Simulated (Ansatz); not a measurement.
C₂H₇B₂Cl, SMILES `BB(C)CCl`. Total charge 0; spin multiplicity 1.

```xyz
12

B    -0.441    1.657   -0.240
B     0.040    0.076   -0.107
C     1.201   -0.628   -0.887
C    -0.760   -0.756    0.957
Cl   -1.949    0.260    1.852
H     0.067    2.539    0.393
H    -1.323    1.983   -0.985
H     1.339   -0.257   -1.905
H     2.126   -0.372   -0.349
H     1.140   -1.719   -0.907
H    -1.327   -1.559    0.476
H    -0.112   -1.225    1.702
```

Question: What are the harmonic wavenumbers in cm⁻¹ at PBE0-D4/def2-TZVP (Ansatz, finite differences of forces, unscaled)? (Best estimate.)

Answer: Ansatz gave: 64, 75, 109, 236, 260, 344, 398, 490, 626, 659, 733, 845, 893, 914, 1087, 1111, 1125, 1201, 1242, 1314, 1397, 1433, 1467, 2569, 2636, 3019, 3063, 3089, 3117, 3127.

Question: Is this a minimum?

Answer: Yes, all 30 modes are real.

Question: Give the ideal-gas thermochemistry at 298.15 K and 1 bar (rigid rotor, harmonic oscillator; point group C1, symmetry number 1).

Answer: Zero-point energy 231.1 kJ/mol; H(298) − E = 253.9 kJ/mol; entropy 359.7 J/(mol·K), of which translation 164.7, rotation 112.2, vibration 82.8; G(298) − E = 146.6 kJ/mol. Modes under 100 cm⁻¹ are hindered rotations or soft bends, so the harmonic entropy is rough.

Question: Rotational constants (cm⁻¹)?

Answer: 0.2501, 0.07337, 0.05882.
